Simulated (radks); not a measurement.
The numbers below are computed, except where a source is named.
Pb I, 82 electrons, occupied as [Hg] 6p2. Level of theory: Dirac Kohn-Sham, PBE, spin-unpolarised, spherical densities, finite nucleus; open shells are shared between the two j in proportion to 2j + 1; Fermi nuclear charge, rms radius 5.5012 fm (a radial shooting solver on a logarithmic mesh with Libxc functionals).

X-ray form factor f0, the Fourier transform of the density (f0(0) = 82):

sin(theta)/lambda (1/angstrom)  f0 (electrons)
0.05                                    80.705
0.1                                     77.531
0.15                                    73.595
0.2                                     69.505
0.25                                    65.505
0.3                                     61.695
0.4                                     54.809
0.5                                     48.963
0.6                                     44.058
0.8                                     36.296
1                                       30.234
1.25                                    24.308
1.5                                     20.060
2                                       15.330
